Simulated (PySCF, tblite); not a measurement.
Compound: C5H5O2P.
Numbering: `[CH3:1][c:2]1[cH:3][o:4][c:5]([CH:6]=[O:7])[p:8]1` (hydrogens: H9, H10, H11 on C1; H12 on C3; H13 on C6)

Computed geometry: GFN2-xTB, gas phase.

Problem. What internal coordinates does the optimisation give?

Solution. 
```
                 bond  length (pm)     order
                C1–C2        149.2    single
                C2–C3        136.2  aromatic
                C3–O4        132.8  aromatic
                O4–C5        135.2  aromatic
                C5–C6        143.9    single
                C6=O7        120.9    double
                C5–P8        173.6  aromatic
                C2–P8        177.7  aromatic
C1–H9, C1–H10, C1–H11        108.8    single
               C3–H12        107.7    single
               C6–H13        110.6    single
```

Bonds in one row agree within 1 pm and their mean is given. Orders are formal, as drawn. A selection of angles:
```
   angle  degrees
C1–C2–C3    124.6
C1–C2–P8    125.3
C3–C2–P8    110.2
C2–C3–O4    116.6
C3–O4–C5    110.8
O4–C5–C6    119.1
O4–C5–P8    115.3
C6–C5–P8    125.7
C5–C6–O7    123.7
C2–P8–C5     87.1
```

Dihedral angles: O4–C5–C6–O7 180° (antiperiplanar).

The 5-membered ring C2–C3–O4–C5–P8 has internal angles of 87.1° to 116.6°; it is planar, 0.00 Å rms from its mean plane, widest ring torsion 0°. The 3 C–O bonds span 1.209 Å (C6=O7, drawn double) to 1.352 Å (O4–C5, aromatic), a spread of 0.143 Å. The 3 C–C bonds span 1.362 Å (C2–C3, aromatic) to 1.492 Å (C1–C2, drawn single), a spread of 0.130 Å. The 8 heavy atoms lie in one plane (0.001 Å rms). The C–P distances run from 1.736 Å (C5–P8, aromatic) to 1.777 Å (C2–P8, aromatic), a spread of 0.041 Å.

Point group: Cs (tolerance 0.08 Å). Its GFN2-xTB frequencies are all real (lowest 51 cm⁻¹). The numbers are those of one conformer. 2 starts were optimised and ended at 0.00 and 0.06 kcal/mol (GFN2-xTB); the lowest of these is shown.
